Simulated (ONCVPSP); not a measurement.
What one change does to a pseudopotential (N (Z = 7), ONCV)

* Element: N
* Generator: ONCVPSP 4.0.1
* Type: optimised norm-conserving Vanderbilt (ONCV)
* Functional: PBE
* Relativity: scalar-relativistic
* Frozen core: [He]
* Valence charge: 5
* Reference configuration: 2s1.5 2p3.5
* Partial waves: 2s: rc 0.85 bohr, ncon 4, nbas 9, qcut 6.2 1/bohr, 2 projectors, debl 3.5 Ha; 2p: rc 1.90 bohr, ncon 4, nbas 7, qcut 7 1/bohr, 2 projectors, debl 1 Ha; d scattering state at 0.32 Ha: rc 1.65 bohr, ncon 4, nbas 8, qcut 6.8 1/bohr, 2 projectors, debl 1.2 Ha
* Local potential: polynomial inside 0.60 bohr (lpopt 5, dvloc0 0 Ha)
* Core correction: none

Change: s: rc 0.74.

Cutoffs: the cutoffs (Ha) at which the residual kinetic energy of the hardest occupied pseudo-wave falls to 1 and 0.1 mHa per electron; they do not see the model core or the augmentation charge, which bear on the density cutoff. Errors are all-electron minus pseudo energies relative to the spin-unpolarised reference configuration.

Task: What does the change do?

Result: The potential gets softer (88 Ha and 297 Ha → 54 Ha and 196 Ha); the errors of the 3 common tests hardly move; neither file shows a bound ghost.

| quantity | base | changed |
| --- | --- | --- |
| cutoff, loose | 88 Ha | 54 Ha |
| cutoff, tight | 297 Ha | 196 Ha |
| loose cutoff by channel | s 88 Ha, p 18 Ha | s 54 Ha, p 18 Ha |
| bound ghosts | none | none |
| GHOST(+) flags under 300 eV | none | none |
| tests with a reliable result | 3 of 4 | 3 of 4 |
| error for 2s2 2p3, meV [ΔE -5.75 eV] | +0.4 | -0.2 |
| error for 2s2 2p2, meV [ΔE 7.84 eV] | +87 | +85 |
| error for 2s2 2p1, meV [ΔE 36.69 eV] | +495 | +490 |
| p: phases at 1.92 bohr within 0.05 rad from the reference energy up to (Ha; the scan ends near 5) | to the end of the scan | to the end of the scan |
| d: phases at 1.68 bohr within 0.05 rad from the reference energy up to (Ha; the scan ends near 5) | to the end of the scan | to the end of the scan |
